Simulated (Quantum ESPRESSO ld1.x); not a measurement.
Results of a calculation; reference values are marked as such.
All-electron atom: Pt in [Xe] 4f14 5d9 6p1 (not the ground configuration).

Level of theory: Dirac Kohn-Sham, LDA (Slater exchange, Perdew-Zunger correlation), spin-unpolarised, spherical densities, point nucleus; open shells fill j = l - 1/2 first (ld1.x of Quantum ESPRESSO 7.5).

Energy parts (eV):
total: -501677
kinetic: 574048
electron-nucleus: -1261766
Hartree: 195476
exchange-correlation: -9435

Orbitals (lengths in bohr, moments of r in powers of bohr; <r^-3> diverges for s and p1/2; r(max) is where P^2 peaks; r(90%) holds 90 % of the orbital's charge):
orbital,occ.,eigenvalue (eV),<r^-3>,r(max),r(90%),<r>,small-component weight
1s1/2,2,-78252.8,-,0.011,0.0313,0.01716,8.75e-02
2s1/2,2,-13738.8,-,0.061,0.112,0.07172,2.00e-02
2p1/2,2,-13170.5,-,0.046,0.0985,0.05908,2.01e-02
2p3/2,4,-11443.1,19600,0.052,0.110,0.06751,1.79e-02
3s1/2,2,-3227.60,-,0.173,0.275,0.1867,6.65e-03
3p1/2,2,-2972.25,-,0.161,0.266,0.1769,6.60e-03
3p3/2,4,-2592.62,4530,0.176,0.288,0.1924,5.97e-03
3d3/2,4,-2166.45,790.2,0.137,0.261,0.1677,5.86e-03
3d5/2,6,-2084.58,658.9,0.141,0.267,0.1724,5.69e-03
4s1/2,2,-694.027,-,0.392,0.596,0.4152,2.25e-03
4p1/2,2,-585.770,-,0.388,0.608,0.4180,2.15e-03
4p3/2,4,-495.106,1083,0.420,0.657,0.4522,1.91e-03
4d3/2,4,-317.588,168.7,0.412,0.691,0.4619,1.71e-03
4d5/2,6,-300.730,137.5,0.425,0.707,0.4732,1.65e-03
4f5/2,6,-73.6993,27.97,0.384,0.828,0.5126,1.27e-03
4f7/2,8,-70.2415,26.59,0.388,0.840,0.5200,1.24e-03
5s1/2,2,-103.445,-,0.872,1.36,0.9524,5.55e-04
5p1/2,2,-68.7979,-,0.917,1.50,1.034,4.71e-04
5p3/2,4,-53.7049,176.5,1.00,1.66,1.135,3.97e-04
5d3/2,4,-8.6805,14.19,1.24,2.58,1.632,2.01e-04
5d5/2,5,-7.3237,10.92,1.29,2.73,1.716,1.83e-04
6p1/2,1,-2.2634,-,3.11,6.38,4.065,2.75e-05
6p3/2,0,-1.6380,6.747,3.57,7.38,4.701,1.98e-05

The highest occupied level is 6p1/2 at -2.263 eV. Summed over all electrons, <r^2> = 70.12 bohr^2, which gives a Langevin (diamagnetic) susceptibility term of -55.5 x 10^-6 cm^3/mol.
